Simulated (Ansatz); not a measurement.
Isolated molecules relaxed with PBE0-D4/def2-TZVP in Ansatz; ΔE leaves out vibrations. CCSD(T)/CBS adds triple-zeta CCSD(T) − MP2 to the extrapolated MP2 energy (def2 sets, frozen cores). Functionals use def2-TZVPP. B3LYP here is the variant with VWN-RPA as its local correlation; programs differ in this. One conformer a species, not always the lowest.

Reaction (formal exchange of groups at the Al–Si bond): `C[O][Al]([OH])[SiH3]` + `O=CC(F)(F)Cl` → `C[O][Al]([OH])[Cl]` + `O=CC(F)(F)[SiH3]`

```
             level  ΔE (kcal/mol)  difference from CCSD(T)/CBS
            PBE-D4          -36.8                          6.8
         r2SCAN-D4          -41.5                          2.1
           PBE0-D4          -39.4                          4.2
          B3LYP-D4          -42.7                          0.9
           ωB97X-V          -42.2                          1.4
           ωB97M-V          -43.7                         -0.1
            B2PLYP          -43.4                          0.2
               PBE          -36.6                          7.0
            r2SCAN          -41.5                          2.1
              PBE0          -39.2                          4.4
             B3LYP          -42.4                          1.2
     HF/def2-TZVPP          -48.1                         -4.5
    MP2/def2-TZVPP          -44.4                         -0.8
SCS-MP2/def2-TZVPP          -44.5                         -0.9
   CCSD/def2-TZVPP          -43.5                          0.1
CCSD(T)/def2-TZVPP          -42.4                          1.2
     HF/def2-QZVPP          -48.2                         -4.6
    MP2/def2-QZVPP          -45.2                         -1.6
SCS-MP2/def2-QZVPP          -45.4                         -1.8
      HF/CBS(def2)          -48.2                         -4.6
     MP2/CBS(def2)          -45.7                         -2.1
    CCSD/CBS(def2)          -44.8                         -1.2
       CCSD(T)/CBS          -43.6                            0
```

Largest T1 diagnostic among the species: 0.014.

In def2-TZVPP, CCSD(T) changes the Hartree–Fock value by +5.7 kcal/mol (the triples alone add +1.2 kcal/mol) and MP2 by +3.6 kcal/mol. From PBE to PBE0 (25 % exact exchange), in def2-TZVPP and without D4, ΔE moves by −2.7 kcal/mol.
